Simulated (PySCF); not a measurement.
## Spinor energies of Fe²⁺ (iron, charge +2)

Start: [Ar] 3d5 4s1; 3d5/2 filled at m_j = -3/2, -1/2, +1/2, +3/2, +5/2; 4s1/2 filled at m_j = +1/2. Calculated with PySCF 2.14 in x2c-TZVPall-2c with one added diffuse shell each of s, p, d type (7s8p5d1f, 63 functions): generalised Hartree-Fock with the X2C-1e Hamiltonian and a Gaussian nucleus; one run each with spin-orbit coupling (SO) switched off, then screened by Boettger's factors. This is a chosen level, not necessarily the ground level.

```json
{"spinor shell": "1s1/2", "electrons": "2", "ε, spin-free (eV)": "-7201.3", "ε, screened SO (eV)": "-7201.2", "weight of nominal j (screened SO)": "1.000", "rms radius, screened SO (bohr)": "0.0675"}
{"spinor shell": "2s1/2", "electrons": "2", "ε, spin-free (eV)": "-909.34", "ε, screened SO (eV)": "-909.32", "weight of nominal j (screened SO)": "1.000", "rms radius, screened SO (bohr)": "0.288"}
{"spinor shell": "2p1/2", "electrons": "2", "ε, spin-free (eV)": "-774.98", "ε, screened SO (eV)": "-783.93", "weight of nominal j (screened SO)": "0.975", "rms radius, screened SO (bohr)": "0.259"}
{"spinor shell": "2p3/2", "electrons": "4", "ε, spin-free (eV)": "-774.98", "ε, screened SO (eV)": "-770.59", "weight of nominal j (screened SO)": "0.987", "rms radius, screened SO (bohr)": "0.261"}
{"spinor shell": "3s1/2", "electrons": "2", "ε, spin-free (eV)": "-141.31", "ε, screened SO (eV)": "-141.31", "weight of nominal j (screened SO)": "1.000", "rms radius, screened SO (bohr)": "0.863"}
{"spinor shell": "3p1/2", "electrons": "2", "ε, spin-free (eV)": "-100.28", "ε, screened SO (eV)": "-100.85", "weight of nominal j (screened SO)": "0.664", "rms radius, screened SO (bohr)": "0.918"}
{"spinor shell": "3d5/2", "electrons": "5", "ε, spin-free (eV)": "-44.819", "ε, screened SO (eV)": "-44.818", "weight of nominal j (screened SO)": "0.591", "rms radius, screened SO (bohr)": "1.09"}
{"spinor shell": "4s1/2", "electrons": "1", "ε, spin-free (eV)": "-26.029", "ε, screened SO (eV)": "-26.029", "weight of nominal j (screened SO)": "1.000", "rms radius, screened SO (bohr)": "2.67"}
```

(1) Where does 3p3/2 lie, and what is the 3p spin-orbit splitting (screened SO)?

```json
{"quantity": "E (hartree)", "spin-free": "-1270.44128", "screened SO": "-1270.46123"}
{"quantity": "M_J", "spin-free": "3", "screened SO": "3"}
{"quantity": "⟨J²⟩", "spin-free": "12.001", "screened SO": "12.001"}
{"quantity": "⟨L²⟩", "spin-free": "0.000", "screened SO": "0.002"}
{"quantity": "⟨S²⟩", "spin-free": "12.001", "screened SO": "11.998"}
```

Each row is a mean over spinors that exchange with the open shell spreads, by up to 16.003 eV (3p3/2).

Rows whose weight is well below 1 are mixtures of j = l ± 1/2: exchange outweighs spin-orbit coupling there, and the label is only the starting occupation.

Without spin-orbit coupling the j labels of p, d and f shells carry no meaning; the spin-free column gives the mean over the occupied spinors of each nl shell.

## Answers

(1) At -100.01 eV, 0.846 eV above 3p1/2.
